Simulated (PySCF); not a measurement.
**Question.** Write Cartesian coordinates for `[H]/N=C/CC#C/C=N\C` as optimised with GFN2-xTB.

**Answer.** 
```
atom  x, y, z in Å
C1    -2.777   -0.143    0.878
N2    -2.821   -0.406   -0.526
C3    -1.769   -0.590   -1.199
C4    -0.426   -0.568   -0.736
C5     0.695   -0.558   -0.296
C6     2.052   -0.505    0.209
C7     2.395    0.898    0.615
N8     2.780    1.128    1.783
H9    -1.766   -0.117    1.303
H10   -3.366   -0.913    1.379
H11   -3.274    0.813    1.053
H12   -1.897   -0.785   -2.261
H13    2.743   -0.829   -0.577
H14    2.156   -1.162    1.076
H15    2.268    1.649   -0.178
H16    2.999    2.098    2.000
```

Orientation and origin are arbitrary. Atoms count from 1 in this order. The 3 C–N bonds span 1.252 Å (C7=N8, drawn double) to 1.429 Å (C1–N2, drawn single), a spread of 0.177 Å. The 4 C–C bonds span 1.205 Å (C4≡C5, drawn triple) to 1.501 Å (C6–C7, drawn single), a spread of 0.296 Å. Of the pairs four or more bonds apart, C4···H9 is among the closest relative to their van der Waals radii: 2.48 Å, 86 % of the sum of Bondi's values.

Bonds between heavy atoms (Å): C1–N2 1.429, N2=C3 1.262, C3–C4 1.421, C4≡C5 1.205, C5–C6 1.448, C6–C7 1.501, C7=N8 1.252.

The geometry is computed with GFN2-xTB (gas phase).

Point group: C1 (no symmetry element, even within 0.4 Å). GFN2-xTB frequencies: not computed here. The numbers are those of one conformer (C5–C6–C7–N8 124°).
